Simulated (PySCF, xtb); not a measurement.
C2H9NOSi2, SMILES [SiH3]/N=C\CO[SiH3].

GFN2-xTB (xtb) at its own geometry gives an orbital gap of 2.88 eV and a dipole moment of 1.09 D.

Geometry: r2SCAN-D4/def2-SVP. The structure was generated by enumeration; whether it is a known compound was not checked. The values are those of a single conformer.

What does PBE/def2-TZVP (PySCF) give? (The exact figures need the calculation; the answer reports its results.)

gap 3.47 eV (levels -5.65 and -2.18 eV), dipole 1.16 D.
